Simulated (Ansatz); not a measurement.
Reaction (ligand exchange at the Sn–S bond): `[F][Sn]([F])([F])[SH]` + H–F → `[F][Sn]([F])([F])[F]` + H₂S

Calculated with Ansatz (gas phase, PBE0-D4/def2-TZVP geometries, no zero-point term in ΔE). CCSD(T)/CBS is the MP2 limit (def2-TZVPP, def2-QZVPP) plus CCSD(T) − MP2 in def2-TZVPP, frozen cores. This one scheme is used for every species. DFT in def2-TZVPP. HSE06 is defined as in plane-wave codes. def2 core potentials past Kr. For Sn outer-core shells are correlated without core-valence functions, which leaves a few kJ/mol of doubt a bond. Each species was taken in one conformer, which may not be the lowest.

Q: Is it downhill or uphill in electronic energy at CCSD(T)/CBS, and by how much? (Best estimate.)

A: Computed: Uphill: ΔE = +8.6 kcal/mol.

Q: What do these levels give: B97M-V, r2SCAN0-D4, HSE06-D4, CAM-B3LYP-D4, ωB97X-V, PBE-QIDH, r2SCANh, RPA@PBE/def2-TZVPP, MP2/def2-SVP, CCSD/def2-SVP, HF/def2-TZVPP, MP2/def2-TZVPP? (Estimate.)

A: The calculation gave: B97M-V 5.1, r2SCAN0-D4 8.7, HSE06-D4 9.8, CAM-B3LYP-D4 6.5, ωB97X-V 6.2, PBE-QIDH 9.1, r2SCANh 7.6, RPA@PBE/def2-TZVPP 6.5, MP2/def2-SVP 5.3, CCSD/def2-SVP 5.6, HF/def2-TZVPP 4.7, MP2/def2-TZVPP 9.4 kcal/mol.

Largest T1 diagnostic among the species: 0.015.

From r2SCAN to r2SCAN0 (25 % exact exchange), in def2-TZVPP and without D4, ΔE moves by +1.4 kcal/mol. At CCSD(T), def2-SVP lies −2.9 kcal/mol from the extrapolated value and def2-TZVPP −0.7 kcal/mol. In def2-TZVPP, CCSD(T) changes the Hartree–Fock value by +3.1 kcal/mol (the triples alone add +0.4 kcal/mol) and MP2 by +4.6 kcal/mol.
